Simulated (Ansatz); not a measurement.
Molecule: sum formula LiOH, net charge 1, doublet state. SMILES of the parent species: [Li][OH]
Geometry from a B3LYP-D3(BJ)/def2-TZVP (Ansatz, a first-principles code) optimisation:
```
O
H 1 0.9795
Li 1 1.8856 2 154.69
```
Charge +1, spin multiplicity 2.

Give the harmonic wavenumbers at B3LYP-D3(BJ)/def2-TZVP (Ansatz, finite differences of forces, unscaled).

213, 489, 3662 cm⁻¹. Zero-point energy 6.2 kcal/mol.

From these and the geometry, give the ideal-gas thermochemistry at 298.15 K and 1 atm (rigid rotor, harmonic oscillator).

Point group Cs, rotational symmetry number 1. Rotational constants 3342, 26.22, 26.01 GHz. S(trans) 35.46, S(rot) 15.61, S(vib) 2.70, S(elec, spin only) 1.38, S 55.1 cal/(mol K). H(298) - H(0) 2.85 kcal/mol; G - E(el) -7.3 kcal/mol.
